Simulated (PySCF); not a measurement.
## Basis-set dependence of excited states

C₃H₅ClOSi.
SMILES: `O=C[Si@@H]1C[C@H]1Cl`

TDDFT with PBE0 (PySCF), vertical singlets, core orbitals frozen in the response, spherical d and f functions. One conformer (not necessarily the lowest) at the PBE0-D3(BJ)/def2-SVP geometry, without solvent, vibrations or thermal averaging.

| basis | functions | diffuse | S1 (eV) | S2 (eV) | S3 (eV) | S4 (eV) | S5 (eV) | LUMO (eV) | α (au) |
| --- | --- | --- | --- | --- | --- | --- | --- | --- | --- |
| 6-31G* | 102 | no | 3.30 | 4.47 | 5.30 | 5.98 | 6.34 | -1.78 | 67.9 |
| def2-SVP | 117 | no | 3.25 | 4.38 | 5.18 | 6.08 | 6.18 | -1.91 | 69.1 |
| 6-31+G* | 126 | yes | 3.25 | 4.26 | 5.11 | 5.77 | 6.09 | -2.15 | 77.2 |
| def2-SVPD | 174 | yes | 3.21 | 4.22 | 5.09 | 5.81 | 6.10 | -2.22 | 83.3 |
| aug-cc-pVDZ | 191 | yes | 3.20 | 4.23 | 5.09 | 5.73 | 6.03 | -2.16 | 84.5 |
| def2-TZVP | 228 | no | 3.18 | 4.19 | 5.04 | 5.81 | 6.06 | -2.15 | 78.9 |
| def2-TZVPD | 285 | yes | 3.16 | 4.15 | 5.01 | 5.67 | 6.03 | -2.23 | 85.0 |

How much do these states and the polarisability depend on the basis?

States are compared by their number. Against the largest diffuse basis here (def2-TZVPD, itself not a converged limit), sets without diffuse functions differ by up to 0.13 eV in S1 and 0.31 eV in S5; the smaller diffuse sets differ by up to 0.09 and 0.08 eV. State by state, the largest deviation of a set without diffuse functions is S1 0.13, S2 0.32, S3 0.29, S4 0.41, S5 0.31 eV. The same number needn't mean the same state in each row. Against def2-TZVPD the polarisability deviates by -20% in 6-31G*, -19% in def2-SVP, -9% in 6-31+G*, -2% in def2-SVPD, -1% in aug-cc-pVDZ, -7% in def2-TZVP. A single + in a Pople set puts diffuse functions on heavy atoms only.
